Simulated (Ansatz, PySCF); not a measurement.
Complex: SiH4 (SMILES [SiH4]) (first 5 atoms) with CH3F (SMILES CF); geometry from B3LYP-D3(BJ)/def2-TZVP.
(charge 0, multiplicity 1):
```
atom    x (Å)    y (Å)    z (Å)
----  -------  -------  -------
Si     0.1615   0.1312   0.0392
H     -1.1606   0.4778   0.6067
H      1.1514   1.1778   0.3670
H      0.0327   0.0251  -1.4342
H      0.6023  -1.1777   0.5712
C     -0.4928  -0.7292   3.6797
F      0.3465   0.2637   3.1817
H     -0.1036  -1.7005   3.3740
H     -0.5123  -0.6533   4.7672
H     -1.4921  -0.5782   3.2710
```

Interaction energies are E(AB) − E(A) − E(B) at the monomers' geometry in the complex; basis-set methods are counterpoise corrected. Rows marked so take none.

Rows in 3-21G carry no dispersion term and start afresh at each structure.

Codes used: Ansatz (Gaussian orbitals); PySCF for 3-21G rows, the dispersion terms. Each number belongs to the level named beside it.

Problem. One of these levels gives -6.8 kJ/mol for the interaction energy. Name it.
(A) CAM-B3LYP-D3(BJ)/def2-TZVPPD
(B) BLYP-D3(BJ)/def2-TZVPPD
(C) B3LYP/def2-TZVPPD
(D) B3LYP/3-21G (no counterpoise)

Solution. A, CAM-B3LYP-D3(BJ)/def2-TZVPPD. The others give -5.3 (BLYP-D3(BJ)/def2-TZVPPD), -26.6 (B3LYP/3-21G (no counterpoise)), 0.2 (B3LYP/def2-TZVPPD)

Ansatz is a program for electronic structure.
